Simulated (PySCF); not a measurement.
Species: C7H6N2.
Bonds: C1–C2 (aromatic), C2–C3 (aromatic), C3–C4 (aromatic), C4–N5 (aromatic), N5–N6 (aromatic), N6–C7 (aromatic), C7–C8 (aromatic), C8–C9 (aromatic), C1–C9 (aromatic), C4–C8 (aromatic). Hydrogens: H10 on C1; H11 on C2; H12 on C3; H13 on N5; H14 on C7; H15 on C9.

The same species was optimised twice, with GFN2-xTB and with PBE0-D3(BJ)/def2-SVP (PySCF), and the same property calculations (PySCF, gas phase) were run on both structures.

```csv
coordinate,GFN2-xTB,PBE0-D3(BJ)/def2-SVP,change
C1–C2 (Å),1.402,1.413,+0.011
C3–C4 (Å),1.392,1.403,+0.011
C1–C9 (Å),1.374,1.384,+0.010
C2–C3 (Å),1.375,1.384,+0.009
C8–C9 (Å),1.397,1.406,+0.009
C7–C8 (Å),1.420,1.429,+0.009
N6–C7 (Å),1.308,1.315,+0.007
C4–N5 (Å),1.358,1.362,+0.004
N5–N6 (Å),1.341,1.338,-0.003
C4–C8 (Å),1.417,1.417,0.000
C4–N5–N6 (°),111.8,112.9,+1.1
N5–N6–C7 (°),107.3,106.5,-0.8
C1–C9–C8 (°),118.0,118.4,+0.4
N5–C4–C8 (°),105.9,105.5,-0.4
C2–C1–C9 (°),121.6,121.1,-0.5
C3–C4–C8 (°),121.8,122.2,+0.4
C7–C8–C9 (°),136.2,136.5,+0.3
C4–C8–C9 (°),119.8,119.6,-0.2
```

Rotational constants: A = 4017, B = 1662, C = 1175 MHz (GFN2-xTB) against A = 3996, B = 1637, C = 1162 MHz (PBE0-D3(BJ)/def2-SVP). Point groups within 0.08 Å: Cs and Cs.

On the GFN2-xTB structure: HOMO (eV) -6.57 [PBE0/pcSseg-1]; LUMO (eV) -0.88 [PBE0/pcSseg-1]; dipole (D) 1.71 [PBE0/pcSseg-1]; GIAO shielding of C1 (ppm) 61.3 [PBE0/pcSseg-1]; GIAO shielding of C2 (ppm) 55.9 [PBE0/pcSseg-1]; GIAO shielding of C3 (ppm) 74.1 [PBE0/pcSseg-1]; GIAO shielding of C4 (ppm) 42.5 [PBE0/pcSseg-1]; GIAO shielding of N5 (ppm) 69.4 [PBE0/pcSseg-1]; GIAO shielding of N6 (ppm) -86.8 [PBE0/pcSseg-1]; GIAO shielding of C7 (ppm) 49.3 [PBE0/pcSseg-1]; GIAO shielding of C8 (ppm) 57.8 [PBE0/pcSseg-1].

Task: What do these properties become on the PBE0-D3(BJ)/def2-SVP structure?

Result: 
| property | level | on GFN2-xTB | on PBE0-D3(BJ)/def2-SVP | change |
| --- | --- | --- | --- | --- |
| HOMO (eV) | PBE0/pcSseg-1 | -6.57 | -6.55 | +0.02 |
| LUMO (eV) | PBE0/pcSseg-1 | -0.88 | -0.94 | -0.06 |
| dipole (D) | PBE0/pcSseg-1 | 1.71 | 1.74 | +0.03 |
| energy, GFN2-xTB geometry as zero (kcal/mol) | PBE0/pcSseg-1 | 0.0 | -0.3 | -0.3 |
| GIAO shielding of C1 (ppm) | PBE0/pcSseg-1 | 61.3 | 58.5 | -2.8 |
| GIAO shielding of C2 (ppm) | PBE0/pcSseg-1 | 55.9 | 53.0 | -2.9 |
| GIAO shielding of C3 (ppm) | PBE0/pcSseg-1 | 74.1 | 71.7 | -2.4 |
| GIAO shielding of C4 (ppm) | PBE0/pcSseg-1 | 42.5 | 41.9 | -0.6 |
| GIAO shielding of N5 (ppm) | PBE0/pcSseg-1 | 69.4 | 68.0 | -1.4 |
| GIAO shielding of N6 (ppm) | PBE0/pcSseg-1 | -86.8 | -85.4 | +1.4 |
| GIAO shielding of C7 (ppm) | PBE0/pcSseg-1 | 49.3 | 47.2 | -2.1 |
| GIAO shielding of C8 (ppm) | PBE0/pcSseg-1 | 57.8 | 57.0 | -0.8 |

The heavy atoms differ by 0.013 Å rms after alignment. Among bonds between heavy atoms C1–C2, C1–C9 and C3–C4 change most and about equally (+0.010 to +0.011 Å). Changes are differences of the printed values. Neither structure is proved a minimum here.
